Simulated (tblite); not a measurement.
Species: C6H13GeN.
Geometry (GFN2-xTB, Å), atoms numbered from 1 in this order:
```xyz
21
C6H13GeN angstrom
C     -2.6458   -0.8894   -0.0551
N     -1.5059   -0.0246   -0.2555
C     -1.5679    1.1590    0.5714
Ge     0.1480   -0.7247   -0.6499
C      1.4476   -1.0809    0.8451
C      2.3940    0.0739    0.7401
C      2.3499    0.8919   -0.3002
C      1.3487    0.6812   -1.3941
H     -2.5435   -1.7691   -0.6884
H     -3.5611   -0.3605   -0.3359
H     -2.7492   -1.2165    0.9874
H     -2.4576    1.7428    0.3173
H     -1.6131    0.9216    1.6427
H     -0.6862    1.7726    0.3922
H     -0.1844   -1.9048   -1.5458
H      1.9795   -2.0203    0.6930
H      0.9970   -1.1254    1.8373
H      3.1100    0.2147    1.5387
H      3.0298    1.7285   -0.3904
H      1.8532    0.3326   -2.2968
H      0.8481    1.6144   -1.6537
```

Computed values, GFN2-xTB/tblite, gas phase, harmonic and unscaled. Against measured fundamentals such values can be off by several per cent, at times by over 20. Modes of hydrogen on germanium can be 10 to 20 % off. One conformer, not necessarily the lowest.

Harmonic wavenumbers (cm⁻¹): 45.8, 50.1, 93.3, 143.3, 185.5, 223.6, 261.7, 276.4, 315.5, 357.4, 360.1, 507.0, 518.7, 548.8, 590.4, 652.4, 692.0, 730.1, 755.5, 772.3, 905.7, 965.9, 977.3, 1012.8, 1052.8, 1077.8, 1091.2, 1092.0, 1122.5, 1128.0, 1187.1, 1195.8, 1217.1, 1240.6, 1322.9, 1414.1, 1422.3, 1437.9, 1445.3, 1474.3, 1481.0, 1502.7, 1509.7, 1703.2, 1875.7, 2868.7, 2875.7, 2940.1, 2944.1, 2945.6, 2951.4, 2971.8, 2974.3, 3003.7, 3005.1, 3044.1, 3059.7.

A = 2652, B = 1063, C = 1012 MHz; mass 173.026 u (most abundant isotopes); point group C1, symmetry number 1.

**Question.** Zero-point energy?

**Answer.** ½Σν̃ = 37760 cm⁻¹ = 451.71 kJ/mol.

**Question.** What is S at 500 K and 1 bar for an ideal gas of classical rigid rotors and harmonic oscillators?

**Answer.** Translation 183.87, rotation 128.25, vibration 226.94: S = 539.1 J/(mol K).

**Question.** And Cp and H(500 K) − H(0)?

**Answer.** Cp = 257.46 J/(mol K), of which vibrations give 224.20 (their classical limit is 57 R = 473.9); H(500 K) − H(0) = 74.68 kJ/mol without the zero-point energy, 58.05 from vibrations.

**Question.** Which modes carry the vibrational entropy at 500 K?

**Answer.** 45.8 cm⁻¹: 25.17; 50.1 cm⁻¹: 24.43; 93.3 cm⁻¹: 19.27; 143.3 cm⁻¹: 15.74; 185.5 cm⁻¹: 13.63; 223.6 cm⁻¹: 12.12 J/(mol K); the other 51 give 116.57 together.

**Question.** How do the functions run with temperature in this model?

**Answer.** 
| T (K) | S (J/(mol K)) | Cp (J/(mol K)) | H − H(0) (kJ/mol) | G − H(0) (kJ/mol) | ln q(vib) |
| --- | --- | --- | --- | --- | --- |
| 100 | 298.5 | 81.7 | 5.64 | -24.21 | 2.01 |
| 200 | 369.4 | 127.5 | 16.13 | -57.75 | 4.85 |
| 300 | 429.8 | 173.8 | 31.18 | -97.75 | 7.69 |
| 800 | 679.8 | 340.7 | 165.48 | -378.34 | 21.46 |
| 1000 | 760.0 | 377.5 | 237.49 | -522.48 | 26.53 |

q(vib) and H(0) count from the zero-point level.

**Question.** What must be added to the electronic energy to get the Gibbs energy at 500 K and 1 bar?

**Answer.** ZPE + [H(500 K) − H(0)] − T·S = 451.71 + 74.68 − 269.53 = 256.86 kJ/mol.

**Question.** Blend soft modes into free rotors: weight 1/[1 + (100 cm⁻¹/ν̃)⁴] for the oscillator and the rest for a rotor with moment μB/(μ + B), μ = h/(8π²ν), B = 10⁻⁴⁴ kg m². What vibrational entropy results?

**Answer.** 208.81 J/(mol K) in place of 226.94, which changes −T·S at 500 K by +9.06 kJ/mol.

Hindered rotation and anharmonicity are outside this model. Other conformers, if any are populated, would add a mixing term that is left out. The structure is chiral; the term R ln 2 for an equal mix with its mirror image is left out.

The run took 1.7 s on one thread, Intel Xeon at 2.70 GHz (x86_64), no GPU (shared host). This covers the Hessian and the dipole derivatives.
